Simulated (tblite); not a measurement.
C4H9ClSSi2.
Structure used (GFN2-xTB), in Å, numbered top down from 1:
```
atom  x, y, z in Å
C1    -0.7576    2.5524    0.6281
C2    -0.4855    1.3951    0.4437
Si3   -0.1886   -0.3933    0.0688
C4     1.4904   -0.6356   -0.7646
Si5    2.9482   -0.2261    0.3706
Cl6    4.6732   -0.4783   -0.6400
S7    -1.7040   -1.0237   -1.3282
C8    -3.1812   -0.5502   -0.3826
H9    -0.9719    3.5682    0.8026
H10   -0.3595   -1.1597    1.3058
H11    1.5338   -0.0145   -1.6603
H12    1.5680   -1.6665   -1.1116
H13    2.8748    1.1619    0.8160
H14    2.9630   -1.1291    1.5189
H15   -3.2310   -1.1325    0.5321
H16   -3.1388    0.5102   -0.1549
H17   -4.0401   -0.7663   -1.0088
```

Computed with GFN2-xTB (tblite): harmonic, unscaled wavenumbers at the GFN2-xTB geometry, gas phase. This tight-binding method is rough: wavenumbers can miss measured ones by several per cent, in bad cases by 10 to 20. Modes of hydrogen on silicon can be 10 to 20 % off. One conformer, not necessarily the lowest.

Harmonic wavenumbers (cm⁻¹): 25.5, 32.5, 48.2, 64.4, 84.5, 119.4, 128.7, 142.0, 156.9, 207.3, 276.4, 288.9, 448.4, 491.7, 515.9, 571.9, 605.8, 632.7, 657.6, 683.2, 685.9, 705.3, 714.5, 730.4, 737.9, 789.6, 833.3, 952.0, 961.4, 1008.4, 1138.1, 1324.0, 1437.0, 1456.8, 1458.9, 2200.3, 2227.2, 2267.4, 2293.5, 2971.4, 2983.1, 3030.9, 3036.1, 3060.5, 3352.2.

A = 1971, B = 408.8, C = 356.5 MHz; mass 179.965 u (most abundant isotopes); point group C1, symmetry number 1.

Task: What is the zero-point energy?

Result: ½Σν̃ = 24269 cm⁻¹ = 290.32 kJ/mol.

Task: Give the ideal-gas entropy at 298.15 K and 1 bar in the rigid-rotor, harmonic-oscillator model (classical rotation).

Result: Translation 173.62, rotation 131.35, vibration 199.84: S = 504.8 J/(mol K).

Task: And Cp and H(298.15 K) − H(0)?

Result: Cp = 194.95 J/(mol K), of which vibrations give 161.70 (their classical limit is 45 R = 374.2); H(298.15 K) − H(0) = 37.65 kJ/mol without the zero-point energy, 27.73 from vibrations.

Task: How do the functions run with temperature in this model?

Result: 
| T (K) | S (J/(mol K)) | Cp (J/(mol K)) | H − H(0) (kJ/mol) | G − H(0) (kJ/mol) | ln q(vib) |
| --- | --- | --- | --- | --- | --- |
| 100 | 347.3 | 107.9 | 7.52 | -27.21 | 4.42 |
| 200 | 435.7 | 152.8 | 20.52 | -66.62 | 8.98 |
| 300 | 506.0 | 195.7 | 38.01 | -113.79 | 12.92 |
| 500 | 621.0 | 254.3 | 83.55 | -226.97 | 19.85 |
| 800 | 752.6 | 304.7 | 168.09 | -433.97 | 28.62 |
| 1000 | 823.1 | 326.9 | 231.37 | -591.71 | 33.65 |

q(vib) and H(0) count from the zero-point level.

Task: Which modes carry the vibrational entropy at 298.15 K?

Result: 25.5 cm⁻¹: 25.74; 32.5 cm⁻¹: 23.73; 48.2 cm⁻¹: 20.46; 64.4 cm⁻¹: 18.06; 84.5 cm⁻¹: 15.83; 119.4 cm⁻¹: 13.01 J/(mol K); the other 39 give 83.01 together.

Task: What must be added to the electronic energy to get the Gibbs energy at 298.15 K and 1 bar?

Result: ZPE + [H(298.15 K) − H(0)] − T·S = 290.32 + 37.65 − 150.51 = 177.46 kJ/mol.

Task: Blend soft modes into free rotors: weight 1/[1 + (100 cm⁻¹/ν̃)⁴] for the oscillator and the rest for a rotor with moment μB/(μ + B), μ = h/(8π²ν), B = 10⁻⁴⁴ kg m². What vibrational entropy results?

Result: 172.50 J/(mol K) in place of 199.84, which changes −T·S at 298.15 K by +8.15 kJ/mol.

Hindered rotation and anharmonicity are outside this model. Other conformers, if any are populated, would add a mixing term that is left out. The structure is chiral; the term R ln 2 for an equal mix with its mirror image is left out.
